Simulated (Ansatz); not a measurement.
Consider the formal exchange of groups at the Si–C bond: tetramethylsilane + `[F][AlH][F]` → `C[Si](C)(C)[Al]([F])[F]` + CH₄.

Calculated with Ansatz (gas phase, PBE0-D4/def2-TZVP geometries, no zero-point term in ΔE). CCSD(T)/CBS is the MP2 limit (def2-TZVPP, def2-QZVPP) plus CCSD(T) − MP2 in def2-TZVPP, frozen cores. This one scheme is used for every species. Functionals use def2-TZVPP. One conformer a species, not always the lowest.

```
             level  ΔE (kJ/mol)
        r2SCANh-D4         -8.9
          PBE-QIDH         -7.6
           LC-ωPBE         -8.2
RPA@PBE/def2-TZVPP         -4.7
CCSD(T)/def2-TZVPP         -5.2
    MP2/def2-QZVPP          1.4
SCS-MP2/def2-QZVPP          0.8
    CCSD/CBS(def2)         -3.2
```

Q: What does CCSD(T)/CBS give? (Best estimate.)

A: The calculation gave: -5.0 kJ/mol. The listed levels differ from it by -3.9, -2.6, -3.2, 0.3, -0.2, 6.4, 5.8, 1.8 kJ/mol.

Largest T1 diagnostic among the species: 0.013.

At CCSD(T), def2-SVP lies −6.9 kJ/mol from the extrapolated value and def2-TZVPP −0.2 kJ/mol. Leaving LDA and LC-ωPBE aside and taking each functional with its dispersion term where it has one, the values, not all of them listed here, spread over 22.7 kJ/mol, from PBE-D4 to ωB97M-V. LDA lies +7.1 kJ/mol from PBE without D4.
